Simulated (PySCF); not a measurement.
Dipole response of Fe⁺ (iron, charge +1)

[Ar] 3d6 4s1, high-spin 6D determinant. Calculation: PySCF 2.14, in dyall-av2z (16s12p7d2f, 101 functions); the non-relativistic Hamiltonian (point nucleus). Coupled (time-dependent) response in atomic units; α is the mean over directions. A double-zeta set is small for polarisabilities.

```
method  mean α (bohr³)         α xx, yy, zz  C₆ (like pair)  S(−4)
   UHF           36.08  34.70, 34.70, 38.85           188.3   1241
   PBE           25.59  25.15, 25.15, 26.49           126.8  534.1
  PBE0           27.65  27.04, 27.04, 28.89           137.8  652.8
```

S(−4) is the Cauchy moment in α(ω) = α(0) + S(−4) ω² + …

α(iu) at PBE0:

```csv
u (hartree),α(iu) (bohr³)
0,27.65
0.0500,26.13
0.100,22.53
0.200,15.10
0.300,10.38
0.500,5.968
0.750,3.828
1.00,2.811
1.50,1.801
2.00,1.283
3.00,0.7643
5.00,0.3756
```

A single London oscillator, α(iu) = α/(1 + u²/ω²), gives C₆ = (3/4) ω α². Matching the computed C₆ needs ω = 4 × 137.8 / (3 × 27.65²) = 0.240 hartree.

For an ion, C₆ is the dispersion term alone; charge-induced terms of lower order in 1/R come first.

The components differ because the open shell of this determinant is not spherical; for a pure term their mean is the scalar polarisability.
